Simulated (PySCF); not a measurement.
**Two-component Hartree-Fock for Sr⁺ (strontium, charge +1)**

Start: [Kr] 5p1; 5p3/2 filled at m_j = +3/2. Calculated with PySCF 2.14 in x2c-TZVPall-2c with one added diffuse shell each of s, p, d type (9s10p8d1f, 86 functions): generalised Hartree-Fock with the X2C-1e Hamiltonian and a Gaussian nucleus; one run each with spin-orbit coupling (SO) switched off, then screened by Boettger's factors. This is a chosen level, not necessarily the ground level.

```csv
spinor shell,electrons,"ε, spin-free (eV)","ε, screened SO (eV)",weight of nominal j (screened SO),"rms radius, screened SO (bohr)"
1s1/2,2,-16205.0,-16204.4,1.000,0.0451
2s1/2,2,-2268.9,-2268.7,1.000,0.187
2p1/2,2,-2011.1,-2058.3,1.000,0.164
2p3/2,4,-2011.1,-1988.7,1.000,0.167
3s1/2,2,-387.05,-387.03,1.000,0.524
3p1/2,2,-301.31,-308.90,1.000,0.528
3d3/2,4,-159.43,-160.59,1.000,0.545
3d5/2,6,-159.43,-158.66,1.000,0.548
4s1/2,2,-60.206,-60.222,1.000,1.46
4p1/2,2,-37.063,-37.932,0.998,1.65
4p3/2,4,-37.063,-36.680,0.999,1.68
5p3/2,1,-7.693,-7.664,1.000,5.40
```

Q: Where does 3p3/2 lie, and what is the 3p spin-orbit splitting (screened SO)?

A: At -297.73 eV, 11.163 eV above 3p1/2.

| quantity | spin-free | screened SO |
| --- | --- | --- |
| E (hartree) | -3176.91626 | -3177.16374 |
| M_J | 3/2 | 3/2 |
| ⟨J²⟩ | 3.750 | 3.750 |
| ⟨L²⟩ | 2.000 | 2.006 |
| ⟨S²⟩ | 0.750 | 0.756 |

Breit and QED terms are absent; they matter most for the inner s and p1/2 levels.

Densities and radii are taken from the X2C orbitals without a picture-change correction, which distorts them close to the nucleus.

Without spin-orbit coupling the j labels of p, d and f shells carry no meaning; the spin-free column gives the mean over the occupied spinors of each nl shell.
